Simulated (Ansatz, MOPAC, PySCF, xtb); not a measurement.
CH5N (SMILES CN) and CH2F2 (SMILES FCF) are pulled apart as rigid monomers along the line of their centres of mass, from the B3LYP-D3(BJ)/def2-TZVP minimum. Starting geometry (charge 0, multiplicity 1):
| atom | x (Å) | y (Å) | z (Å) |
|---|---|---|---|
| C | -0.2824 | -0.6010 | -0.1669 |
| N | 0.2592 | 0.6147 | 0.4471 |
| H | -1.0306 | -1.0330 | 0.4979 |
| H | 0.5184 | -1.3339 | -0.2768 |
| H | -0.7424 | -0.4519 | -1.1518 |
| H | -0.4697 | 1.3086 | 0.5660 |
| H | 0.9680 | 1.0322 | -0.1441 |
| F | -1.0387 | -1.1900 | 3.2618 |
| C | 0.0747 | -0.4690 | 3.6052 |
| F | -0.3197 | 0.5532 | 4.4222 |
| H | 0.5055 | -0.0512 | 2.6943 |
| H | 0.7415 | -1.1226 | 4.1703 |

Interaction energies with rigid monomers; basis-set methods are counterpoise corrected unless marked otherwise.

The state that AM1 reach isn't checked.

Programs: Ansatz (Gaussian orbitals); MOPAC for AM1 (differences of heats of formation); PySCF for the dispersion terms; xtb for the GFN methods. Each number belongs to the level named beside it.

```tsv
N2···H11 (Å)	GFN-FF (kJ/mol)	AM1 (kJ/mol)	PBE/def2-TZVPPD (kJ/mol)	B3LYP-D3(BJ)/def2-TZVPPD (kJ/mol)	PBE0-D4/def2-TZVPPD (kJ/mol)
2.13	-10.8	…	-8.0	-12.6	-13.2
2.36	-10.3	-3.9	-11.7	…	-15.9
2.70	-8.2	-5.6	-11.1	-13.5	-14.0
3.27	-5.1	-3.9	-7.1	-8.1	-8.6
4.20	-2.2	-2.2	-3.1	-3.5	-3.6
```

Problem. What belongs in the gaps?

Solution. 
- 2.36, B3LYP-D3(BJ)/def2-TZVPPD (kJ/mol): -15.5
- 2.13, AM1 (kJ/mol): -0.2

Ansatz is a first-principles code.
